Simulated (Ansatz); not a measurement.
Reaction (formal hydrolysis of a Ga–C bond): `[CH3][GaH][NH2]` + H₂O → `[NH2][GaH][OH]` + CH₄

Computed with Ansatz on PBE0-D4/def2-TZVP structures; ΔE is electronic, products minus reactants. CCSD(T)/CBS adds triple-zeta CCSD(T) − MP2 to the extrapolated MP2 energy (def2 sets, frozen cores). This one scheme is used for every species. DFT in def2-TZVPP. HSE06 is defined as in plane-wave codes. For Ga outer-core shells are correlated without core-valence functions, which leaves a few kJ/mol of doubt a bond. Scalar relativity is left out up to krypton. One conformer a species, not always the lowest.

```json
{"level": "HSE06-D4", "ΔE (kJ/mol)": "-68.7"}
{"level": "SCS-MP2/def2-TZVPP", "ΔE (kJ/mol)": "-79.4"}
```

(1) What does CCSD(T)/CBS give? (Estimate.)

(2) What do rigid-rotor, harmonic-oscillator terms from PBE0-D4/def2-TZVP frequencies (298.15 K, 1 bar) make of the CCSD(T)/CBS value? (Estimate.)

Largest T1 diagnostic among the species: 0.014.

## Answers

(1) Ansatz gave: -69.4 kJ/mol. The listed levels differ from it by 0.7, -10.0 kJ/mol.

(2) Ansatz gave: ΔZPE = +2.3 kJ/mol, ΔH = -68.3 kJ/mol, ΔS = -18 J/(mol·K), ΔG = -63.1 kJ/mol.

In def2-TZVPP, CCSD(T) changes the Hartree–Fock value by +13.6 kJ/mol (the triples alone add +0.7 kJ/mol) and MP2 by +12.4 kJ/mol. Leaving LDA and LC-ωPBE aside and taking each functional with its dispersion term where it has one, the values, not all of them listed here, spread over 11.2 kJ/mol, from B2PLYP to PBE0-D4. LDA lies +3.7 kJ/mol from PBE without D4.
